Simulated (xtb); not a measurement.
C3H11Si3, doublet, at a GFN2-xTB geometry; GFN2-xTB run with xtb 6.7.1.

Input for xtb:
```
$ xtb mol.xyz --gfn 2 --uhf 1 --acc 30 --json

# file mol.xyz
17

C      1.59690010    -0.40389592    -0.87454284
Si     0.38168798    -1.79328617    -0.41317676
C     -1.40740376    -1.14605160    -0.42875095
Si    -1.66324825     0.39168338     0.66488422
C     -0.40069742     1.71482539     0.15444563
Si     1.41169913     1.15129019     0.20860994
H      1.45808970    -0.12386494    -1.91927229
H      2.61703462    -0.77693359    -0.79597514
H      0.72037442    -2.38003027     0.89250314
H     -1.70389493    -0.90497264    -1.45008304
H     -2.07940002    -1.93709775    -0.09909742
H     -1.46614823     0.02847458     2.07520482
H     -3.03095612     0.91002649     0.49775350
H     -0.63513323     2.05845823    -0.85339539
H     -0.51907981     2.58265774     0.80140682
H      1.79696053     0.83456306     1.59101033
H      2.28741554     2.22382826    -0.29140999
```

Output, abridged:

```
   ID    Z sym.   atoms
    1    6 C      1, 3, 5
    2   14 Si     2, 4, 6
    3    1 H      7-17

           -------------------------------------------------
          |                Calculation Setup                |
           -------------------------------------------------

           -------------------------------------------------
          |                 G F N 2 - x T B                 |
           -------------------------------------------------

          ...................................................
          :                      SETUP                      :
          :.................................................:
          :  # basis functions                  53          :
          :  # atomic orbitals                  50          :
          :  # shells                           26          :
          :  # electrons                        35          :
          :  max. iterations                   250          :
          :  Hamiltonian                  GFN2-xTB          :
          :  restarted?                      false          :
          :  GBSA solvation                  false          :
          :  PC potential                    false          :
          :  electronic temp.          300.0000000     K    :
          :  accuracy                   30.0000000          :
          :  -> integral cutoff          0.2000000E+02      :
          :  -> integral neglect         0.3000000E-06      :
          :  -> SCF convergence          0.3000000E-04 Eh   :
          :  -> wf. convergence          0.3000000E-02 e    :
          :  Broyden damping             0.4000000          :
          :  net charge                          0          :
          :  unpaired electrons                  1          :
          ...................................................

 iter      E             dE          RMSdq      gap      omega  full diag
   1    -17.1927650 -0.171928E+02  0.549E+00    2.80       0.0  T
   2    -17.3360306 -0.143266E+00  0.254E+00    1.96       1.0  T
   3    -17.3418549 -0.582430E-02  0.222E+00    2.62       1.0  T
   4    -17.3489496 -0.709472E-02  0.912E-01    2.49       1.0  T
   5    -17.3489836 -0.339807E-04  0.388E-01    2.50       1.0  T
   6    -17.3491710 -0.187394E-03  0.143E-01    2.47       1.0  T
   7    -17.3491962 -0.252470E-04  0.604E-02    2.47       1.0  T
   8    -17.3491969 -0.625176E-06  0.353E-02    2.47       1.0  T
   9    -17.3492007 -0.386000E-05  0.101E-02    2.47       2.4  T
  10    -17.3492007 -0.661788E-08  0.702E-03    2.47       3.5  T

   *** convergence criteria satisfied after 10 iterations ***

         :::::::::::::::::::::::::::::::::::::::::::::::::::::
         ::                     SUMMARY                     ::
         :::::::::::::::::::::::::::::::::::::::::::::::::::::
         :: total energy             -17.133790288744 Eh    ::
         :: gradient norm              0.000044631282 Eh/a0 ::
         :: HOMO-LUMO gap              2.472281712964 eV    ::
         ::.................................................::
         :: SCC energy               -17.349137050338 Eh    ::
         :: -> isotropic ES            0.036108791187 Eh    ::
         :: -> anisotropic ES          0.003818945103 Eh    ::
         :: -> anisotropic XC          0.007688868535 Eh    ::
         :: -> dispersion             -0.015970028379 Eh    ::
         :: repulsion energy           0.215346761594 Eh    ::
         :: add. restraining           0.000000000000 Eh    ::
         :: total charge               0.000000000000 e     ::
         :::::::::::::::::::::::::::::::::::::::::::::::::::::

           -------------------------------------------------
          |                Property Printout                |
           -------------------------------------------------

    * Orbital Energies and Occupations

         #    Occupation            Energy/Eh            Energy/eV
      -------------------------------------------------------------
         1        2.0000           -0.7420110             -20.1911
       ...           ...                  ...                  ...
         6        2.0000           -0.5192131             -14.1285
         7        2.0000           -0.4660268             -12.6812
         8        2.0000           -0.4573025             -12.4438
         9        2.0000           -0.4566813             -12.4269
        10        2.0000           -0.4311767             -11.7329
        11        2.0000           -0.4223001             -11.4914
        12        2.0000           -0.4098087             -11.1515
        13        2.0000           -0.4042498             -11.0002
        14        2.0000           -0.4017901             -10.9333
        15        2.0000           -0.3905883             -10.6284
        16        2.0000           -0.3855410             -10.4911
        17        2.0000           -0.3796633             -10.3312
        18        1.0000           -0.2687653              -7.3135 (HOMO)
        19                         -0.1779106              -4.8412 (LUMO)
        20                         -0.1772970              -4.8245
        21                         -0.1558386              -4.2406
        22                         -0.1453375              -3.9548
        23                         -0.1380885              -3.7576
        24                         -0.1341451              -3.6503
        25                         -0.1302939              -3.5455
        26                         -0.1185270              -3.2253
        27                         -0.0840951              -2.2883
        28                         -0.0489051              -1.3308
        29                         -0.0437680              -1.1910
       ...                                ...                  ...
        50                          0.8523904              23.1947
      -------------------------------------------------------------
                  HL-Gap            0.0908547 Eh            2.4723 eV
             Fermi-level           -0.2737761 Eh           -7.4498 eV

     #   Z          covCN         q      C6AA      α(0)
     1   6 C        3.597    -0.250    26.286     7.419
     2  14 Si       2.782     0.351   181.127    29.550
     3   6 C        3.597    -0.250    26.286     7.419
     4  14 Si       3.690     0.460    98.212    18.983
     5   6 C        3.599    -0.259    26.491     7.446
     6  14 Si       3.690     0.460    98.212    18.983
     7   1 H        0.925     0.015     2.814     2.623
     8   1 H        0.925     0.003     3.013     2.715
     9   1 H        0.916    -0.096     5.422     3.642
    10   1 H        0.925     0.015     2.814     2.623
    11   1 H        0.925     0.003     3.013     2.715
    12   1 H        0.917    -0.118     6.240     3.907
    13   1 H        0.916    -0.112     5.998     3.831
    14   1 H        0.925     0.011     2.881     2.654
    15   1 H        0.925    -0.001     3.081     2.745
    16   1 H        0.917    -0.118     6.240     3.907
    17   1 H        0.916    -0.112     5.998     3.831

 Mol. C6AA /au·bohr⁶  :       4961.349654
 Mol. C8AA /au·bohr⁸  :     191747.514316
 Mol. α(0) /au        :        124.993435

Wiberg/Mayer (AO) data.
largest (>0.10) Wiberg bond orders for each atom

 ---------------------------------------------------------------------------
     #   Z sym  total        # sym  WBO       # sym  WBO       # sym  WBO
 ---------------------------------------------------------------------------
     1   6 C    3.961 --     8 H    0.991     7 H    0.982     6 Si   0.908
                             2 Si   0.897
     2  14 Si   2.767 --     3 C    0.897     1 C    0.897     9 H    0.885
     3   6 C    3.961 --    11 H    0.991    10 H    0.982     4 Si   0.908
                             2 Si   0.897
     4  14 Si   3.649 --     3 C    0.908     5 C    0.905    12 H    0.887
                            13 H    0.877
     5   6 C    3.961 --    15 H    0.991    14 H    0.983     4 Si   0.905
                             6 Si   0.905
     6  14 Si   3.649 --     1 C    0.908     5 C    0.905    16 H    0.887
                            17 H    0.877
     7   1 H    1.000 --     1 C    0.982
     8   1 H    1.000 --     1 C    0.991
     9   1 H    0.990 --     2 Si   0.885
    10   1 H    1.000 --     3 C    0.982
    11   1 H    1.000 --     3 C    0.991
    12   1 H    0.986 --     4 Si   0.887
    13   1 H    0.987 --     4 Si   0.877
    14   1 H    1.000 --     5 C    0.983
    15   1 H    1.000 --     5 C    0.991
    16   1 H    0.986 --     6 Si   0.887
    17   1 H    0.987 --     6 Si   0.877
 ---------------------------------------------------------------------------

Topologies differ in total number of bonds
Writing topology from bond orders to xtbtopo.mol

molecular dipole:
                 x           y           z       tot (Debye)
 q only:        0.078      -0.386      -0.114
   full:       -0.056       0.147      -0.130       0.520
molecular quadrupole (traceless):
                xx          xy          yy          xz          yz          zz
 q only:       -1.651      -0.593       1.501      -0.078       1.477       0.151
  q+dip:       -1.351      -0.271      -1.547       1.102      -1.771       2.898
   full:       -0.478      -0.120      -0.719       0.520      -1.034       1.197

           -------------------------------------------------
          | TOTAL ENERGY              -17.133790288744 Eh   |
          | GRADIENT NORM               0.000044631282 Eh/α |
          | HOMO-LUMO GAP               2.472281712964 eV   |
           -------------------------------------------------

normal termination of xtb
```
